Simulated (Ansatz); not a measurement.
Harmonic frequencies (cm⁻¹) at PBE0-D4/def2-TZVP from Ansatz: 94, 145, 188, 198, 234, 250, 436, 478, 730, 770, 934, 3874.

Each molecule was computed in one conformer, which needn't be the lowest.

(1) Which molecule is it?
A. `[OH][Ge]([F])([Cl])[Cl]`
B. `[SH][GeH3]`
C. `[SH][Ge]([Cl])([Cl])[Cl]`
D. `[F][GeH3]`

Results:

(1) A.
